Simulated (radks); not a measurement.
Kinetic energies: the exact non-interacting value of the Kohn-Sham orbitals and orbital-free approximations, as 100 (|E| - |E exact|)/|E exact|, negative where the magnitude is too small. Species: Xe3+ [Kr] 4d10 5s2 5p3; K4+ [Ne] 3s2 3p3; Ge3+ [Ar] 3d10 4s1. Calculated with a radial shooting solver on a logarithmic mesh with Libxc functionals: non-relativistic Kohn-Sham, exchange-only PBE, spin-polarised, spherical densities, point nucleus. Every spin shell is full or empty, so the densities are truly spherical. Functionals are evaluated on that one density, not self-consistently.

| functional | Xe3+ | K4+ | Ge3+ |
|---|---|---|---|
| exact (hartree) | 7229.10 | 593.899 | 2073.12 |
| Thomas-Fermi | -5.19 | -7.05 | -6.18 |
| von Weizsacker | -59.45 | -41.70 | -51.66 |
| TF + vW/5 | +2.92 | +4.61 | +3.49 |
| LC94 | +0.05 | +0.14 | -0.05 |
| APBEK | +0.10 | +0.26 | +0.03 |
| revAPBEK | +0.27 | +0.59 | +0.26 |
| Perdew 92 | -0.68 | -0.55 | -0.80 |
| Thakkar | -0.61 | -0.12 | -0.52 |
| Pearson | -0.91 | -1.45 | -1.22 |
| LKT | +18.63 | +29.08 | +22.84 |
| PG1 | +14.62 | +23.47 | +18.09 |
| DePristo-Kress | -0.12 | +0.06 | -0.15 |
| Ernzerhof | -0.42 | +0.02 | -0.43 |
